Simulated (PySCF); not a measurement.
AlFBr2, SMILES [F][Al]([Br])[Br].

Coordinates come from a B3LYP-D3(BJ)/def2-SVP optimisation. The structure was generated by enumeration; whether it is a known compound was not checked.

The numbers are results of TDA-PBE0/def2-SVPD (PySCF), not measurements.

Vertical excitations. Isolated molecule, no solvent. State labels are in the subgroup C2v.

Computed excitation energies, oscillator strengths and character:
```json
[
 {"state": "S1", "symmetry": "B2", "energy (eV)": "5.91", "λ (nm)": "210", "f": "0.016", "main pairs": "HOMO→LUMO 99 %"},
 {"state": "S2", "symmetry": "A2", "energy (eV)": "6.11", "λ (nm)": "203", "f": "0.000", "main pairs": "HOMO−1→LUMO 99 %"},
 {"state": "S3", "symmetry": "A2", "energy (eV)": "6.32", "λ (nm)": "196", "f": "0.000", "main pairs": "HOMO→LUMO+1 100 %"},
 {"state": "S4", "symmetry": "A1", "energy (eV)": "6.43", "λ (nm)": "193", "f": "0.036", "main pairs": "HOMO−2→LUMO 98 %"},
 {"state": "S5", "symmetry": "B1", "energy (eV)": "6.55", "λ (nm)": "189", "f": "0.076", "main pairs": "HOMO−3→LUMO 98 %"},
 {"state": "S6", "symmetry": "B1", "energy (eV)": "6.81", "λ (nm)": "182", "f": "0.001", "main pairs": "HOMO−2→LUMO+1 99 %"},
 {"state": "S7", "symmetry": "B2", "energy (eV)": "6.85", "λ (nm)": "181", "f": "0.037", "main pairs": "HOMO−1→LUMO+1 86 %"},
 {"state": "S8", "symmetry": "A1", "energy (eV)": "7.28", "λ (nm)": "170", "f": "0.022", "main pairs": "HOMO−3→LUMO+1 91 %"},
 {"state": "S9", "symmetry": "B2", "energy (eV)": "7.88", "λ (nm)": "157", "f": "0.322", "main pairs": "HOMO−4→LUMO 72 %, HOMO→LUMO+3 15 %"},
 {"state": "S10", "symmetry": "A2", "energy (eV)": "7.91", "λ (nm)": "157", "f": "0.000", "main pairs": "HOMO−4→LUMO+1 98 %"},
 {"state": "T1", "symmetry": "B2", "energy (eV)": "5.61", "λ (nm)": "221", "f": "0", "main pairs": "HOMO→LUMO 97 %"},
 {"state": "T2", "symmetry": "A2", "energy (eV)": "5.82", "λ (nm)": "213", "f": "0", "main pairs": "HOMO−1→LUMO 96 %"},
 {"state": "T3", "symmetry": "B1", "energy (eV)": "6.09", "λ (nm)": "204", "f": "0", "main pairs": "HOMO−3→LUMO 96 %"},
 {"state": "T4", "symmetry": "A1", "energy (eV)": "6.09", "λ (nm)": "204", "f": "0", "main pairs": "HOMO−2→LUMO 97 %"}
]
```
Triplets are in the Tamm–Dancoff approximation.
